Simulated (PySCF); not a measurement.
# BrF7: breathing scan

These are results of PySCF, B3LYP, basis Br def2-SVP, F def2-SVP (no relativity, density fitting), not measurements.

Rigid scan from the singlet minimum (Br–F 1.730 Å (×2), Br–F 1.833 Å (×5); F–Br–F 72.0° (×5), F–Br–F 90.0° (×10), F–Br–F 144.0° (×5), F–Br–F 180.0°). Coordinate: all bonds to the central atom scaled together. Energies in kJ/mol from the minimum.

```json
{"scale of all bonds to the centre": "0.88", "E (kJ/mol)": "584.0", "dipole size (D)": "0.00"}
{"scale of all bonds to the centre": "0.92", "E (kJ/mol)": "220.5", "dipole size (D)": "0.00"}
{"scale of all bonds to the centre": "0.96", "E (kJ/mol)": "47.1", "dipole size (D)": "0.00"}
{"scale of all bonds to the centre": "1.00", "E (kJ/mol)": "0.0", "dipole size (D)": "0.00"}
{"scale of all bonds to the centre": "1.04", "E (kJ/mol)": "35.0", "dipole size (D)": "0.00"}
{"scale of all bonds to the centre": "1.08", "E (kJ/mol)": "121.6", "dipole size (D)": "0.00"}
{"scale of all bonds to the centre": "1.14", "E (kJ/mol)": "303.8", "dipole size (D)": "0.00"}
{"scale of all bonds to the centre": "1.22", "E (kJ/mol)": "580.7", "dipole size (D)": "0.00"}
{"scale of all bonds to the centre": "1.35", "E (kJ/mol)": "1004.7", "dipole size (D)": "0.01"}
```

At long bonds a restricted determinant can lie too high, and another spin state can fall below this curve.

Other isomers or separated fragments may lie lower.

The scan took roughly 4 core-minutes on a shared host.
